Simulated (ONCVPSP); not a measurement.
**Logarithmic derivatives: zinc, ONCV**

* Element: Zn
* Generator: ONCVPSP 4.0.1
* Type: optimised norm-conserving Vanderbilt (ONCV)
* Functional: PBE
* Relativity: scalar-relativistic
* Frozen core: [Ne]
* Valence charge: 20
* Reference configuration: 3s2 3p6 3d10 4s2
* Partial waves: 3s+4s: rc 0.90 bohr, ncon 3, nbas 6, qcut 17.5 1/bohr, 2 projectors; 3p: rc 0.65 bohr, ncon 4, nbas 7, qcut 14.1 1/bohr, 2 projectors, debl 2 Ha; 3d: rc 1.35 bohr, ncon 4, nbas 8, qcut 9.2 1/bohr, 3 projectors, debl 1.9 Ha
* Local potential: polynomial inside 0.50 bohr (lpopt 5, dvloc0 0 Ha)
* Core correction: Teter function, fcfact 1.5, rcfact 1.45

In the p channel the program set the typed energies aside and used -3.065, 0.250 Ha.

The phase is arctan(r·R′/R) of the radial function R(r), unwrapped; energies in Ha, scanned from -6 to 5 Ha. A pole is an energy at which the radial function vanishes at the test radius. The pseudo phase is shifted by a multiple of π to meet the all-electron one at the reference energy, and phase errors are pseudo minus all-electron; the curves can meet again beyond the range given. Levels narrower than the energy grid can be missing from the lists of poles.

```csv
channel,radius (bohr),reference energy (Ha),"poles, all-electron","poles, pseudo",unbroken range about the reference energy with phases within 0.05 rad,phase error 1 Ha above the reference energy (rad)
s,0.91,-0.22,-1.68,-1.68,the whole range,+0.000
p,0.66,-3.06,none,none,the whole range,+0.000
d,1.37,-0.37,0.22,0.22,the whole range,-0.000
```

Phases in the s channel:

```json
{"E (Ha)": "-5.96", "all-electron": "-0.854", "pseudo": "-0.854"}
{"E (Ha)": "-5.40", "all-electron": "-1.068", "pseudo": "-1.068"}
{"E (Ha)": "-4.84", "all-electron": "-1.215", "pseudo": "-1.215"}
{"E (Ha)": "-4.28", "all-electron": "-1.319", "pseudo": "-1.319"}
{"E (Ha)": "-3.72", "all-electron": "-1.397", "pseudo": "-1.397"}
{"E (Ha)": "-3.16", "all-electron": "-1.458", "pseudo": "-1.458"}
{"E (Ha)": "-2.60", "all-electron": "-1.506", "pseudo": "-1.506"}
{"E (Ha)": "-2.04", "all-electron": "-1.547", "pseudo": "-1.547"}
{"E (Ha)": "-1.48", "all-electron": "-1.583", "pseudo": "-1.583"}
{"E (Ha)": "-0.92", "all-electron": "-1.615", "pseudo": "-1.615"}
{"E (Ha)": "-0.36", "all-electron": "-1.644", "pseudo": "-1.644"}
{"E (Ha)": "0.20", "all-electron": "-1.671", "pseudo": "-1.671"}
{"E (Ha)": "0.76", "all-electron": "-1.698", "pseudo": "-1.698"}
{"E (Ha)": "1.32", "all-electron": "-1.725", "pseudo": "-1.725"}
{"E (Ha)": "1.88", "all-electron": "-1.752", "pseudo": "-1.752"}
{"E (Ha)": "2.44", "all-electron": "-1.781", "pseudo": "-1.781"}
{"E (Ha)": "3.00", "all-electron": "-1.811", "pseudo": "-1.811"}
{"E (Ha)": "3.56", "all-electron": "-1.844", "pseudo": "-1.845"}
{"E (Ha)": "4.12", "all-electron": "-1.882", "pseudo": "-1.882"}
{"E (Ha)": "4.68", "all-electron": "-1.925", "pseudo": "-1.925"}
```
